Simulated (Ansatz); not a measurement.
`[F][In]([SH])[SH]` + H₂ → `[F][InH][SH]` + H₂S at 400 K and 1 bar (hydrogenolysis of the In–S bond).

Calculated with Ansatz (gas phase, PBE0-D4/def2-TZVP geometries, no zero-point term in ΔE). CCSD(T)/CBS is the MP2 limit (def2-TZVPP, def2-QZVPP) plus CCSD(T) − MP2 in def2-TZVPP, frozen cores. This one scheme is used for every species. Elements past krypton have def2 core potentials. For In outer-core shells are correlated without core-valence functions, which leaves a few kJ/mol of doubt a bond. Each species was taken in one conformer, which may not be the lowest.

```tsv
species	CCSD(T)/CBS energy (Eh)	H − E (kJ/mol)	S (J/(mol·K))
`[F][In]([SH])[SH]`	-1086.46010	84.6	396.6
H₂	-1.17544	38.0	139.0
`[F][InH][SH]`	-688.63795	68.8	340.5
H₂S	-398.97279	53.4	215.9
```

H − E and S are ideal-gas, rigid-rotor, harmonic terms from PBE0-D4/def2-TZVP, for one conformer and one mirror image of each species. The MP2-based limit puts H₂ 0.8 mEh under its directly extrapolated value; such offsets cancel only in part. 1 Eh = 2625.50 kJ/mol, R = 8.31446 J/(mol·K).

Problem. By hand: ΔE, ΔH, ΔS and ΔG.

Solution. ΔE = (-688.63795) + (-398.97279) − (-1086.46010) − (-1.17544) = 0.02480 Eh = 65.1 kJ/mol. Δ(H − E) = 68.8 + 53.4 − 84.6 − 38.0 = -0.4, so ΔH = 64.7 kJ/mol. ΔS = 340.5 + 215.9 − 396.6 − 139.0 = 20.8 J/(mol·K). ΔG = 64.7 − 400 × (20.8)/1000 = 56.4 kJ/mol.

Problem. By hand: the equilibrium constant, and the temperature at which ΔG would vanish if ΔH and ΔS stayed fixed.

Solution. log₁₀ K = −ΔG/(RT ln 10) = -7.4. ΔG = 0 at ΔH/ΔS = 3111 K, far beyond where these terms or the molecules hold.

ΔH outweighs TΔS. A doubt of 5 kJ/mol in ΔE shifts log₁₀ K by 0.7 here. Other conformers and mirror images would add mixing entropy, several J/(mol·K) or more a flexible species. These are equilibria of isolated gas molecules and say nothing of rates. Largest T1 diagnostic: 0.016 (customary marks: 0.02 for closed shells, 0.045 for open ones).
